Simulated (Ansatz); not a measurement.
Process, species as SMILES: [SiH3]O[SiH](Cl)Cl [dichloro(silyloxy)silane] → [SiH3]O[SiH]Cl + Cl atom (the Cl-Si bond breaks)

Wanted: bond dissociation energy (electronic), in kcal/mol. Terms: dispersion terms only where a functional's name holds one; no spin-orbit coupling; open shells spin-unrestricted; frozen cores in correlated levels; non-relativistic. CBS marks a two-point X^-3 extrapolation of the correlation energy; Hartree-Fock from the larger set. Ab initio and DFT rows: single points at B3LYP-D3(BJ) geometries (Ansatz, a quantum-chemistry and plane-wave program).

| species | coefficient | E at HF/3-21G (Ansatz), Eh | E at B3LYP/def2-TZVPD (Ansatz), Eh |
|---|---|---|---|
| [SiH3]O[SiH](Cl)Cl | -1 | -1566.32822 | -1577.36652 |
| [SiH3]O[SiH]Cl | +1 | -1108.94843 | -1117.02688 |
| Cl atom | +1 | -457.27655 | -460.16775 |

Coupled cluster (Ansatz) is a level with limits of its own, used here on species with T1 under 0.025 (0.045 for open shells) and stable references: CCSD(T)/CBS(aug-cc-pV(T+d)Z,aug-cc-pV(Q+d)Z). Value to compare with, CCSD(T)/CBS(aug-cc-pV(T+d)Z,aug-cc-pV(Q+d)Z) (Ansatz): 118.1 kcal/mol. 1 Eh = 627.5095 kcal/mol.

Question: Work the quantity out at each level, and compare with CCSD(T)/CBS(aug-cc-pV(T+d)Z,aug-cc-pV(Q+d)Z) (Ansatz).

Answer: 
- HF/3-21G: the sum of coefficient times E is 0.10324 Eh, or 64.78 kcal/mol. Result: 64.8 kcal/mol. Its difference against CCSD(T)/CBS(aug-cc-pV(T+d)Z,aug-cc-pV(Q+d)Z) (Ansatz) is -53.3 kcal/mol.
- B3LYP/def2-TZVPD: the sum of coefficient times E is 0.17189 Eh, or 107.86 kcal/mol. Result: 107.9 kcal/mol. Its difference against CCSD(T)/CBS(aug-cc-pV(T+d)Z,aug-cc-pV(Q+d)Z) (Ansatz) is -10.2 kcal/mol.
